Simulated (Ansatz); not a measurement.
`COB(O)O[SiH3]` → `O[B]O[SiH3]`• + `C[O]`•  (homolysis of the B–O bond)

Calculated with Ansatz (gas phase, PBE0-D4/def2-TZVP geometries, no zero-point term in ΔE). CBS: MP2 limit from def2 TZ/QZ plus the TZ coupled-cluster correction, frozen cores. This one scheme is used for every species. DFT in def2-TZVPP. Open shells (•) are unrestricted, without spin–orbit coupling. One conformer a species, not always the lowest.

`COB(O)O[SiH3]`:

```xyz
13

C    -1.649   -0.739   -1.065
O    -0.683   -0.290   -0.147
B     0.540    0.175   -0.557
O     0.940    0.244   -1.859
O     1.412    0.593    0.398
Si    1.251    0.649    2.036
H    -2.524   -1.065   -0.503
H    -1.960    0.061   -1.747
H    -1.284   -1.590   -1.652
H     0.288   -0.060   -2.492
H     0.126    1.536    2.427
H     2.522    1.194    2.569
H     1.022   -0.710    2.592
```

`O[B]O[SiH3]`•:

Z-matrix (Å, degrees):
```
Si
O 1 1.662
H 1 1.481 2 106.0
H 1 1.483 2 110.1 3 -119.2
H 1 1.483 2 110.1 3 119.3
B 2 1.350 1 128.6 3 -179.0
O 6 1.341 2 124.7 1 -179.9
H 7 0.968 6 113.5 2 0.0
```

`C[O]`•:

Cartesian coordinates in Å:
```
C -0.051 -0.014 0.010
O 0.581 1.166 -0.202
H 0.742 -0.785 -0.049
H -0.782 -0.266 -0.773
H -0.490 -0.102 1.014
```

(1) What is ΔE at CCSD(T)/CBS? (Best estimate.)

(2) What do these levels give: PBE0-D4, B2PLYP, HF/def2-QZVPP, MP2/def2-QZVPP, SCS-MP2/def2-QZVPP, MP2/CBS(def2)? (An estimate is asked.)

Largest T1 diagnostic among the species: 0.019.

Results:

(1) Ansatz gave: +584.7 kJ/mol.

(2) Ansatz gave: PBE0-D4 551.5, B2PLYP 559.1, HF/def2-QZVPP 438.4, MP2/def2-QZVPP 612.0, SCS-MP2/def2-QZVPP 601.7, MP2/CBS(def2) 617.1 kJ/mol.

From PBE to PBE0 (25 % exact exchange), in def2-TZVPP and without D4, ΔE moves by +7.6 kJ/mol. The D4 term adds +13.5 kJ/mol with B3LYP and +7.5 kJ/mol with PBE0; it sums over pairs of atoms, weighted by their polarisabilities, and B3LYP, whose exchange is more repulsive, gets the larger term.

B3LYP here is the variant with VWN-RPA as its local correlation; programs differ in this.
